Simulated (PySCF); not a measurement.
## Shifts of the heteroatoms

Cartesian coordinates in Å; atom numbers follow the order of the lines, from 1:
```xyz
21

C    -3.113   -1.039    0.278
C    -1.914   -0.154    0.130
C    -2.074    1.206   -0.119
C    -0.974    2.033   -0.249
C     0.307    1.522   -0.140
C     0.475    0.165    0.103
N     1.750   -0.401    0.222
C     2.961    0.133   -0.085
C     3.858   -0.859    0.226
N     3.166   -1.916    0.696
N     1.923   -1.640    0.690
C    -0.632   -0.667    0.241
H    -3.697   -0.738    1.147
H    -3.756   -0.957   -0.597
H    -2.818   -2.077    0.400
H    -3.069    1.616   -0.208
H    -1.111    3.088   -0.435
H     1.157    2.179   -0.234
H     3.095    1.112   -0.491
H     4.924   -0.874    0.142
H    -0.466   -1.715    0.437
```

All values are calculated (PySCF 2.14.0 with density-fitted response routines): geometry: GFN2-xTB, PBE0/pcSseg-1 with gauge-including orbitals. Non-relativistic Hamiltonian, rapidly exchanging positions averaged, one conformer, gas phase.

**Question.** Predict the ¹⁵N NMR data.

**Answer.** 
| atoms | environment | σ (ppm) | δ (ppm) |
| --- | --- | --- | --- |
| N11 | pyridine-type nitrogen of an azole | -126.3 | -31.7 |
| N10 | pyridine-type nitrogen of an azole | -122.4 | -35.3 |
| N7 | pyrrole-type ring nitrogen | -12.5 | -136.5 |

Shieldings were converted by a linear fit to measured shifts: ¹⁵N (scatter 6.3 ppm rms vs CH3NO2, solution or neat liquid). A few per cent of atoms miss by over 2 rms, more outside the fitted compound classes.

On a 500 MHz spectrometer ¹⁵N resonates near 50.7 MHz, so 1 ppm is 50.7 Hz.
